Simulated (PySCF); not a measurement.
Two-component Hartree-Fock for Cu²⁺ (copper, charge +2)

Start: [Ar] 3d9; 3d3/2 filled at m_j = -3/2, -1/2, +1/2, +3/2; 3d5/2 filled at m_j = -3/2, -1/2, +1/2, +3/2, +5/2. Calculated with PySCF 2.14 in x2c-QZVPPall-2c: generalised Hartree-Fock with the X2C-1e Hamiltonian and a Gaussian nucleus; one run each with spin-orbit coupling (SO) switched off, then screened by Boettger's factors.

```tsv
spinor shell	electrons	ε, spin-free (eV)	ε, screened SO (eV)	weight of nominal j (screened SO)	rms radius, screened SO (bohr)
1s1/2	2	-9074.1	-9073.9	1.000	0.0601
2s1/2	2	-1160.3	-1160.3	1.000	0.254
2p1/2	2	-1000.9	-1015.2	0.999	0.226
2p3/2	4	-1000.9	-993.83	1.000	0.229
3s1/2	2	-166.72	-166.70	1.000	0.763
3p1/2	2	-117.69	-120.69	0.948	0.804
3p3/2	4	-117.69	-116.20	0.974	0.814
3d3/2	4	-39.761	-40.398	0.817	1.02
3d5/2	5	-39.761	-39.260	0.854	1.03
```

| quantity | spin-free | screened SO |
| --- | --- | --- |
| E (hartree) | -1652.29277 | -1652.33870 |
| M_J | 5/2 | 5/2 |
| ⟨J²⟩ | 8.755 | 8.755 |
| ⟨L²⟩ | 6.004 | 6.005 |
| ⟨S²⟩ | 0.751 | 0.752 |

Each row is a mean over spinors that exchange with the open shell spreads, by up to 7.445 eV (3p3/2).

Rows whose weight is well below 1 are mixtures of j = l ± 1/2: exchange outweighs spin-orbit coupling there, and the label is only the starting occupation.

Without spin-orbit coupling the j labels of p, d and f shells carry no meaning; the spin-free column gives the mean over the occupied spinors of each nl shell.
